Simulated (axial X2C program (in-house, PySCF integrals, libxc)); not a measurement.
**Working with the constants of WF⁺**

A bond curve at the CCSD(T) level, two-component, was computed with an axial X2C code built on PySCF integrals (basis W dyall-cv3z [13s14p9d7f4g], F dyall-av3z [7s6p3d2f] (cores contracted in-house)) for the state Ω = 1 (⟨Sz⟩ = 1.97, ⟨Lz⟩ = -0.97 at HF). Its fit gives Re = 1.7998 Å, ωe = 773.0 cm⁻¹, ωexe = 2.93 cm⁻¹ and αe = 1.575e-03 cm⁻¹; the masses are 183.9509 and 18.9984 u. Two-component means X2C with spin–orbit coupling and atomic mean-field Coulomb and Gaunt terms.

Correlated methods: 12 electrons correlated (number of frozen shells: W 5 s, 4 p, 2 d, 1 f; F 1 s), 314 virtual spin orbitals or spinors in MP2, 90 natural virtuals in coupled cluster.

Question: Find the reduced mass, Be and the force constant.

Answer: From the CCSD(T) values: μ = 17.2199 u. Be = 16.8576/(μ Re²) = 0.3022 cm⁻¹. k = 5.8918×10⁻⁷ μ ωe² = 6.06 mdyn/Å.

Question: Estimate the centrifugal constant by the Kratzer relation.

Answer: D = 4Be³/ωe² = 1.85e-07 cm⁻¹.

Question: A Morse curve ties αe to the other constants (Pekeris). How well does that hold?

Answer: αe(Morse) = 6Be²/ωe × (√(ωexe/Be) − 1) = 1.498e-03 cm⁻¹; the CCSD(T) curve gives 1.575e-03 cm⁻¹, a ratio of 0.95.

Question: Where do the fundamental and the first overtone lie?

Answer: ν(1←0) = ωe − 2ωexe = 767.1 cm⁻¹; ν(2←0) = 2ωe − 6ωexe = 1528.4 cm⁻¹.

The state is one determinant whose occupation by symmetry is held fixed; it was picked as the lowest of a PBE0 search that is not exhaustive. Coupled cluster ran in a truncated set of natural virtual spinors; the MP2 energy of the rest was added. (T) has no such correction and the atoms are truncated less, which lowers De at CCSD(T) by a hundredth of an eV or more. With several unpaired electrons one determinant need not be a pure state. Open-shell Ω = 0 determinants with evenly filled partner blocks cannot be reached by this program, so the Ω shown need not be the lowest component. With the outer-core shells frozen, correlated bond lengths of heavy atoms tend to come out a few hundredths of an ångström too long.
